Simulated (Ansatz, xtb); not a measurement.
# C4H7FSeSi: 8 structures ranked

8 gas-phase structures of C4H7FSeSi, from a drawn sample of its isomers (lower ones may exist). Each was relaxed with GFN2-xTB; where two conformers were screened, the lower at r2SCAN-D4/def2-SVP is listed:

A. `F[C@@H]1C=C[SiH2][Se]C1`, a singlet
B. `F[C@@H]1C=C[C@H]([SiH3])[Se]1`, a singlet
C. `FCC1=C[SiH2][Se]C1`, a singlet
D. `FC[C@@H]1C=C[Se][SiH2]1`, a singlet
E. `C=C1C[Si@@H]([SeH])[C@@H]1F`, a singlet
F. `FC1=C[Se][SiH2]CC1`, a singlet
G. `CC1=C[C@@H](F)[Si@H]1[SeH]`, a singlet
H. `C=C1C[Si@@H]([SeH])[C@H]1F`, a singlet

Task: Which do you expect lowest at r2SCAN-D4/def2-SVP, and how would the others follow?

Result: Calculated order at r2SCAN-D4/def2-SVP: F (0.0), C (5.0), A (11.8), D (17.8), G (60.9), H (83.1), E (84.4), B (102.4) kJ/mol. Less than 1 kcal/mol parts H and E, so the order within that pair means little. CCSD(T)/def2-SVP + ΔMP2/def2-TZVPP after further relaxation puts C lowest instead.

Energies above the lowest of each column, in kJ/mol; the last columns are at B3LYP-D3(BJ)/def2-SVP geometries and were run for some of them only (a dash: not run or not comparable):

| structure | GFN2-xTB | HF/STO-3G | r2SCAN-D4/def2-SVP | B3LYP-D3(BJ)/def2-SVP | CCSD(T)/def2-SVP + ΔMP2/def2-TZVPP |
| --- | --- | --- | --- | --- | --- |
| F | 0.0 | 0.0 | 0.0 | 0.0 | 6.6 |
| C | 4.1 | 28.7 | 5.0 | 4.3 | 0.0 |
| A | 19.9 | 42.2 | 11.8 | 5.2 | 3.3 |
| D | 6.7 | 32.2 | 17.8 | 16.9 | 14.0 |
| G | 99.0 | 135.4 | 60.9 | 56.4 | – |
| H | 98.3 | 135.7 | 83.1 | 72.9 | – |
| E | 100.4 | 131.0 | 84.4 | – | – |
| B | 89.6 | 135.3 | 102.4 | – | – |

CCSD(T)/def2-SVP + ΔMP2/def2-TZVPP puts C lowest of those it was run on, with A within 1 kcal/mol; GFN2-xTB picks F, HF/STO-3G picks F, r2SCAN-D4/def2-SVP picks F, B3LYP-D3(BJ)/def2-SVP picks F. CCSD(T)/def2-SVP + ΔMP2/def2-TZVPP orders those it was run on as C (0.0), A (3.3), F (6.6), D (14.0) kJ/mol. Less than 1 kcal/mol parts C and A; A and F, so the order within those pairs means little. Flexible structures stand in one conformer each, not always the lowest. Frequencies (GFN2-xTB) were run for A, C, D, F alone. ΔMP2 is the change of the MP2 energy from the smaller to the larger basis.

Over these structures GFN2-xTB departs from r2SCAN-D4/def2-SVP by 12.8 kJ/mol on average once a common shift is removed. A GFN2-xTB relaxation took about 0.18 s and the r2SCAN-D4/def2-SVP energy about 2.5 s on a shared host (Ansatz 0.2.0, xtb 6.7.1).
